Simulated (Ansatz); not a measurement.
Relaxation of C₂H₄AlB (8 atoms, charge 0, multiplicity 1), to a largest force component of 0.02 eV/Å in at most 50 steps.

Level of theory: Ansatz 0.2.0, RKS BHLYP/def2-SVP.

```xyz
8
Properties=species:S:1:pos:R:3
C -0.325 0.992 -1.963
C 0.073 0.907 -0.822
B 0.520 0.699 0.589
Al -0.055 -1.213 1.209
H 0.309 1.849 -1.317
H 1.095 1.581 1.118
H -0.800 -2.174 0.221
H 0.149 -1.893 2.605
```

Question: Where does it end, and by what steps?

Answer: The forces met the threshold. The force dipped under the threshold on the way, but the program's further checks kept it going. After 26 steps the energy has fallen by 2.419 eV; H8 moved furthest, 1.49 Å. Parted: C2–H5.

```csv
step,energy less start (eV),largest force component (eV/Å),accepted
0,0.0000,5.755,yes
1,-0.4072,1.629,yes
2,-0.5005,0.419,yes
3,-0.4983,0.726,no
4,-0.5329,0.324,yes
5,-0.5745,0.482,yes
6,-0.6784,0.736,yes
7,-0.9241,1.000,yes
8,-1.1984,1.539,yes
9,-1.5083,2.327,yes
10,-1.8637,2.801,yes
11,-2.1314,1.772,yes
12,-2.1314,1.934,yes
13,-2.2962,0.176,yes
14,-2.3153,0.302,yes
15,-2.3165,0.378,yes
16,-2.3312,0.420,yes
17,-2.3659,0.187,yes
18,-2.3818,0.459,yes
19,-2.4063,0.081,yes
20,-2.4160,0.084,yes
21,-2.4139,0.199,no
22,-2.4173,0.126,yes
23,-2.4168,0.121,no
24,-2.4190,0.011,yes
25,-2.4191,0.030,yes
26,-2.4192,0.010,yes
```

```xyz
8
Properties=species:S:1:pos:R:3
C -0.226 1.749 -1.499
C 0.267 1.147 -0.569
B 0.835 0.358 0.582
Al -0.126 -1.407 1.275
H -0.649 2.290 -2.317
H 1.847 0.776 1.079
H 0.240 -2.825 0.673
H -1.222 -1.341 2.416
```

The run took 5.1 min on 1 thread of Intel(R) Xeon(R) Processor @ 2.50GHz (Skylake/Cascade Lake), with other jobs on the host, peak memory 0.15 GiB.
